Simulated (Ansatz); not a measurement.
`C[O][Sn]([F])([F])[GeH3]`, charge 0, multiplicity 1.

Task: Give a relaxed structure at PBE0-D4/def2-TZVP (the Gaussian-basis code of Ansatz). (Best estimate.)

Result: The calculation gave: 
```xyz
12

C     1.2541   -0.2978    2.1620
O     0.1071   -0.2537    1.3332
Sn    0.2537    0.1406   -0.5584
F     1.5440   -1.0999   -1.2424
F     1.2288    1.7867   -0.6655
Ge   -1.9709    0.1636   -1.8848
H     1.9579   -1.0745    1.8446
H     0.9184   -0.5305    3.1755
H     1.7795    0.6629    2.1846
H    -1.6217    0.4927   -3.3364
H    -2.8610    1.2384   -1.2592
H    -2.5900   -1.2285   -1.7532
```
Point group Cs.
This is one stationary point; other conformers may exist.
